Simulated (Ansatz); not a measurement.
Ansatz results at the PBE0-D4/def2-TZVP geometry: LUMO energy (B3LYP/def2-TZVPP) -1.26 eV; HOMO–LUMO gap (ωB97M-V/def2-TZVPP) 10.00 eV; size of the dipole moment (PBE/def2-TZVPP) 3.36 D.

Each molecule was computed in one conformer, which needn't be the lowest.

Q: Which molecule gave them?
A. `[NH2][In]([F])[Br]`
B. `[InH2][I]`
C. `C[CH](C)[In]([OH])[SH]`
D. `[SiH3][N]([SiH3])[InH2]`

A: C. The others give `[NH2][In]([F])[Br]`: -2.52, 10.15, 3.13; `[SiH3][N]([SiH3])[InH2]`: -2.00, 9.38, 1.70; `[InH2][I]`: -2.36, 8.82, 2.10.

B3LYP here is the variant with VWN-RPA as its local correlation; programs differ in this.
